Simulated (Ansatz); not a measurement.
Start from `C[SiH2][SiH2][AlH2]` and change one atom or group to get `C[SiH2][SiH]([AlH2])Cl`.

Ansatz, PBE0-D4/def2-TZVP geometries, multiplicity 1. Each molecule was computed in one conformer, which needn't be the lowest.

```
                                      property  `C[SiH2][SiH2][AlH2]`
          HOMO–LUMO gap (PBE0/def2-TZVPP) / eV                   5.18
size of the dipole moment (PBE/def2-TZVPP) / D                   0.77
            LUMO energy (PBE0/def2-TZVPP) / eV                  -2.09
             HOMO energy (PBE/def2-TZVPP) / eV                  -6.26
            HOMO energy (PBE0/def2-TZVPP) / eV                  -7.27
           HOMO–LUMO gap (PBE/def2-TZVPP) / eV                   3.43
```

Task: What does the change do to each property? (An estimate is asked.)

Result: Computed: 
| property | `C[SiH2][SiH]([AlH2])Cl` | shift |
| --- | --- | --- |
| HOMO–LUMO gap (PBE0/def2-TZVPP) / eV | 4.91 | -0.27 |
| size of the dipole moment (PBE/def2-TZVPP) / D | 2.13 | 1.36 |
| LUMO energy (PBE0/def2-TZVPP) / eV | -2.25 | -0.16 |
| HOMO energy (PBE/def2-TZVPP) / eV | -6.11 | 0.15 |
| HOMO energy (PBE0/def2-TZVPP) / eV | -7.16 | 0.11 |
| HOMO–LUMO gap (PBE/def2-TZVPP) / eV | 3.12 | -0.31 |

With PBE0 the HOMO rises by 0.11 eV and the LUMO falls by 0.16 eV, so the gap narrows by about 0.27 eV. PBE moves the HOMO by 0.15 eV and ωB97M-V by 0.12 eV. Dipoles are sizes alone; their direction can turn.
